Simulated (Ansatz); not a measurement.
Ligand exchange: how K changes with temperature for HCN + In(NH2)3 ⇌ CH2N2 + InH(NH2)2

Gas-phase species: HCN (hydrogen cyanide) `C#N`, singlet; In(NH2)3, singlet; CH2N2 (cyanamide) `N#CN`, singlet; InH(NH2)2, singlet. The partners trade H for NH2: C–H and In–NH2 bonds give way to C–NH2 and In–H.

The electronic reaction energy at CCSD(T)/def2-TZVPP is +47.1 kJ/mol. Shapes: PBE0-D4/def2-TZVP. Programs: Ansatz 0.2.0. Enthalpy and entropy come from rigid-rotor, harmonic-oscillator sums on unscaled PBE0-D4/def2-TZVP wavenumbers, ideal gases at 1 bar; R ln 2 is added for the mirror twin of the chiral shape of InH(NH2)2. Symmetry numbers: HCN 1, In(NH2)3 1, CH2N2 1, InH(NH2)2 2. R = 8.3145 J/(mol K).

| T (K) | ΔH (kJ/mol) | ΔS (J/(mol K)) |
| --- | --- | --- |
| 800 | +38.8 | +0.6 |
| 1100 | +37.8 | -0.4 |
| 1400 | ? | ? |

Task: Work out ln K at 800 and 1100 K, and from these estimate it at 1400 K.

Result: 
1. 800 K: ΔG = +38.8 − 800 × (+0.6)/1000 = +38.3 kJ/mol; ln K = −ΔG/RT = -5.76.
2. 1100 K: ΔG = +37.8 − 1100 × (-0.4)/1000 = +38.2 kJ/mol; ln K = −ΔG/RT = -4.18.
3. Slope against 1000/T: (-4.18 − (-5.76))/(0.9091 − 1.2500) = -4.63, that is −ΔH/R with ΔH near +38 kJ/mol.
4. 1400 K: ln K = -5.76 + (-4.63) × (0.7143 − 1.2500) = -3.28.

The full sums give ΔH = +37.0 kJ/mol, ΔS = -1.0 J/(mol K), ΔG = +38.4 kJ/mol and ln K = -3.30 at 1400 K, so the line is off by +0.02 in ln K; without rounding the miss is +0.02, from the change of ΔH with temperature. The reactants are favoured over this whole range. An error of 10 kJ/mol in the energy moves ln K by 0.9 at 1400 K. Soft modes are treated as harmonic, which can err either way at these temperatures; the lowest are those of In(NH2)3 (115 cm⁻¹), InH(NH2)2 (132 cm⁻¹). Other reactions of these species are left aside. For atoms past krypton def2 sets carry core potentials with scalar relativity. Outer-core shells of In are correlated, in sets that cover them unevenly.
